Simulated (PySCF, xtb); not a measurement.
C2H7NOSi2, SMILES CC1=N[SiH2]O[SiH2]1.

GFN2-xTB run with xtb at its own geometry gives an orbital gap of 2.30 eV and a dipole moment of 1.85 D.

Coordinates come from a r2SCAN-D4/def2-SVP optimisation. This is a generated structure with no PubChem entry under its InChIKey; it may be hypothetical.

Problem. What does PBE/def2-TZVP run with PySCF give? (An estimate is asked for; the answer gives what the named calculation found.)

Solution. gap 3.50 eV (levels -5.66 and -2.16 eV), dipole 1.58 D.
